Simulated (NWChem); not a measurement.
Species: BSiH4O3F; SMILES OB(O[SiH2]F)O

```xyz
10

Si    -0.2188    -1.3776    -0.4656
F      0.2107    -2.2097     0.8708
O      0.4919     0.1216    -0.4373
B      0.1026     1.3790     0.0406
O      1.0394     2.3683     0.1365
O     -1.1791     1.6846     0.4141
H     -1.7160    -1.2378    -0.4355
H      0.2828    -2.1166    -1.6588
H      1.9118     2.0357    -0.1364
H     -1.7992     0.9459     0.2933
```
Atoms are numbered in this order, from 1.

Level: PBE-D3(BJ)/def2-SVP (NWChem), optimised geometry, unscaled harmonic frequencies. 

Q: List the harmonic frequencies with IR intensities, and the thermochemistry.

A: 
```
frequency (cm⁻¹)  IR intensity (km/mol)
----------------  ---------------------
40                                  1.6
52                                  1.3
115                                 0.6
292                                12.1
384                                 2.2
426                                 6.2
453                                16.8
523                               139.8
643                                73.2
656                                82.3
708                                75.8
737                                25.9
851                                14.9
923                               182.0
944                               159.6
961                               181.4
973                               239.2
1072                               59.9
1351                              734.8
1461                              293.7
2162                              128.8
2241                              103.4
3765                               62.0
3772                               70.3
```

```
Quantity                                                                           Result
-----------------------------------------------------------------------  ----------------
zero-point energy                                                           36.4 kcal/mol
thermal correction to the enthalpy at 298.15 K (with zero-point energy)     41.7 kcal/mol
heat capacity Cv                                                         25.3 cal/(mol K)
entropy at 298.15 K and 1 atm (symmetry number 1)                        87.6 cal/(mol K)
dipole moment                                                                      2.22 D
```

Rigid rotor and harmonic oscillator; modes under 100 cm⁻¹ make the entropy uncertain.
